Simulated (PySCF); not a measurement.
BaF (SMILES [F][Ba+]), charge +1, singlet, geometry from GFN2-xTB (such geometries of metal compounds can be far from the true shape) (core potentials on Ba). Base run: PBE/def2-TZVP (PySCF).

PySCF was given this input:
```python
from pyscf import gto, scf, dft, solvent

mol = gto.Mole()
mol.atom = '''
    Ba   -0.00000000   -0.00000000   -0.32543584
    F     0.00000000    0.00000000    2.02493414
'''
mol.basis = 'def2-tzvp'
mol.ecp = {'Ba': 'def2-tzvp'}
mol.charge = 1
mol.verbose = 3
mol.build()

mf = dft.RKS(mol)
mf.xc = 'pbe'
mf.kernel()
```

Each row names what was changed in the base input (with any setting that the change needs).

```tsv
change	ΔE vs base (kcal/mol)	HOMO-LUMO gap (eV)
base	0.000	4.42
model = IEF-PCM; solvent = dichloromethane	(withheld)	(withheld)
model = C-PCM; solvent = chloroform	-58.62	5.51
model = IEF-PCM; solvent = chloroform; vdw_scale = 1.4	(withheld)	(withheld)
model = IEF-PCM; solvent = chloroform; vdw_scale = 1.0	-77.0	5.91
model = ddCOSMO; solvent = chloroform	(withheld)	5.81
model = IEF-PCM; solvent = water	-74.1	5.85
model = IEF-PCM; solvent = chloroform	-57.39	5.41
model = COSMO; solvent = chloroform	-52.81	5.39
model = IEF-PCM; solvent = chloroform; r_probe = 0.5	-45.20	5.02
model = IEF-PCM; solvent = dimethylsulfoxide	-73.3	5.83
model = IEF-PCM; solvent = acetonitrile	-72.8	5.81
```

**Question.** What belongs in the gaps?

**Answer.** 
- model = IEF-PCM; solvent = dichloromethane, ΔE vs base (kcal/mol): -65.6
- model = IEF-PCM; solvent = dichloromethane, HOMO-LUMO gap (eV): 5.62
- model = IEF-PCM; solvent = chloroform; vdw_scale = 1.4, ΔE vs base (kcal/mol): -45.55
- model = IEF-PCM; solvent = chloroform; vdw_scale = 1.4, HOMO-LUMO gap (eV): 5.06
- model = ddCOSMO; solvent = chloroform, ΔE vs base (kcal/mol): -104.6

The base is the gas phase, so ΔE is the electrostatic part of solvation at a fixed geometry, without cavity and dispersion terms.
